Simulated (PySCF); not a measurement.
W(NH)(F)2(Cl)2 (Cl2F2HNW), SMILES [NH]=[W]([F])([F])([Cl])[Cl], multiplicity 1. Atoms are numbered in the order given.

```xyz
7

W     -0.0448     0.1832     0.0000
N     -1.7599     0.4786     0.0000
H     -2.7592     0.6714     0.0000
F      0.4004     1.9782     0.0000
F      1.8624    -0.0476     0.0000
Cl    -0.0580    -1.0280     1.9150
Cl    -0.0580    -1.0280    -1.9150
```
Charge 0, spin multiplicity 1.

Coordinates come from a PBE0-D3(BJ)/def2-SVP optimisation. The spin state was assumed, not searched. The structure was generated by enumeration; whether it is a known compound was not checked. The def2 effective core potentials stand for the cores of W; spin–orbit coupling is left out.

Level of theory: PySCF with PBE/def2-TZVP.

ESP charges are fitted to the potential on shells at 1.4 to 2.0 van der Waals radii. Atomic charges (e):

```
atom  ESP fit  Löwdin  Mulliken
----  -------  ------  --------
W1       0.76    0.17      1.20
N2        ___   -0.26     -0.41
H3        ___    0.15      0.24
F4      -0.11   -0.14     -0.27
F5      -0.33   -0.26     -0.37
Cl6       ___    0.17     -0.20
Cl7       ___    0.17     -0.20
```

Complete the blanks. (Estimate from the structure and the level; the computed values follow.)


- N2, ESP fit: -0.63
- H3, ESP fit: 0.41
- Cl6, ESP fit: -0.05
- Cl7, ESP fit: -0.05
